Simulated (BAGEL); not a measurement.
C2H2F3I (SMILES FC(F)(F)CI): name the method

C2H2F3I: 8 atoms, total charge 0, spin state singlet. As SMILES, `FC(F)(F)CI`. Geometry: relaxed at PBE0-D4/def2-TZVP.

```xyz
8

F    -0.6283   -1.0420    1.2442
C     0.2438   -0.6639    0.3091
F     1.4172   -0.4491    0.9045
F     0.4045   -1.6997   -0.5310
C    -0.2329    0.5308   -0.4760
I    -0.5329    2.2549    0.7258
H    -1.1818    0.2893   -0.9478
H     0.5104    0.7798   -1.2289
```

A calculation with BAGEL 1.2.2 gave:

```yaml
total_energy: -7486.5187 Eh
dipole_moment: 2.24 D
HOMO_energy: -10.50 eV
LUMO_energy: 1.92 eV
HOMO–LUMO_gap: 12.43 eV
```

Which of these levels gave the numbers?
A. HF/ANO-RCC-MB (DKH2, density fitting with AutoAux)
B. HF/ANO-RCC-VDZ (DKH2, density fitting with AutoAux)
C. HF/ANO-RCC-VDZP (DKH2, density fitting with AutoAux)
D. HF/ANO-RCC-VTZP (DKH2, density fitting with AutoAux)

C. The others give -7486.1297 Eh (HF/ANO-RCC-MB (DKH2, density fitting with AutoAux)), -7486.5611 Eh (HF/ANO-RCC-VTZP (DKH2, density fitting with AutoAux)), -7486.3509 Eh (HF/ANO-RCC-VDZ (DKH2, density fitting with AutoAux)).
